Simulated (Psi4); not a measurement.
Approach curve of the dimer C3H6 ··· H3O+ (SMILES C1CC1 and [OH3+]) (charge +1). Monomers: optimised at B3LYP-D3(BJ) (def2-TZVP), held rigid. Orientation: lowest of the rigid-body minima from ten starts at GFN2-xTB. Only R, the distance of the centres of mass, is varied, so the lowest point isn't the relaxed dimer.

Methods: PBE/def2-TZVP, counterpoise-corrected (Psi4); PBE-D3(BJ)/def2-TZVP, counterpoise-corrected (Psi4); B3LYP/def2-TZVP, counterpoise-corrected (Psi4); SAPT0/jun-cc-pVDZ, frozen core (Psi4).

Interaction energies in kcal/mol; the last columns give the difference from SAPT0:

```tsv
R / Å	PBE/def2-TZVP	PBE-D3(BJ)/def2-TZVP	B3LYP/def2-TZVP	SAPT0/jun-cc-pVDZ	PBE/def2-TZVP − SAPT0/jun-cc-pVDZ	PBE-D3(BJ)/def2-TZVP − SAPT0/jun-cc-pVDZ	B3LYP/def2-TZVP − SAPT0/jun-cc-pVDZ
2.56	10.06	8.14	14.37	10.03	0.03	-1.89	4.34
2.76	-10.68	-12.46	-7.12	-8.47	-2.22	-3.99	1.35
2.96	-18.60	-20.23	-15.71	-15.30	-3.30	-4.93	-0.41
3.14	-20.13	-21.61	-17.73	-16.44	-3.69	-5.17	-1.29
3.33	-19.04	-20.35	-17.06	-15.33	-3.70	-5.02	-1.73
3.50	-17.07	-18.24	-15.39	-13.62	-3.45	-4.62	-1.76
3.87	-12.29	-13.17	-11.07	-9.84	-2.45	-3.33	-1.23
4.17	-9.05	-9.73	-8.12	-7.37	-1.69	-2.36	-0.75
4.68	-5.35	-5.76	-4.79	-4.51	-0.85	-1.25	-0.28
5.36	-2.81	-3.00	-2.57	-2.49	-0.32	-0.50	-0.08
6.34	-1.31	-1.37	-1.26	-1.23	-0.08	-0.14	-0.02
7.62	-0.62	-0.64	-0.60	-0.60	-0.02	-0.04	-0.01
```

PBE/def2-TZVP is furthest from SAPT0/jun-cc-pVDZ at 3.33 (-3.70 kcal/mol, below); its mean absolute difference over the points is 1.82 kcal/mol.

PBE-D3(BJ)/def2-TZVP is furthest from SAPT0/jun-cc-pVDZ at 3.14 (-5.17 kcal/mol, below); its mean absolute difference over the points is 2.77 kcal/mol.

B3LYP/def2-TZVP is furthest from SAPT0/jun-cc-pVDZ at 2.56 (4.34 kcal/mol, above); its mean absolute difference over the points is 1.10 kcal/mol.
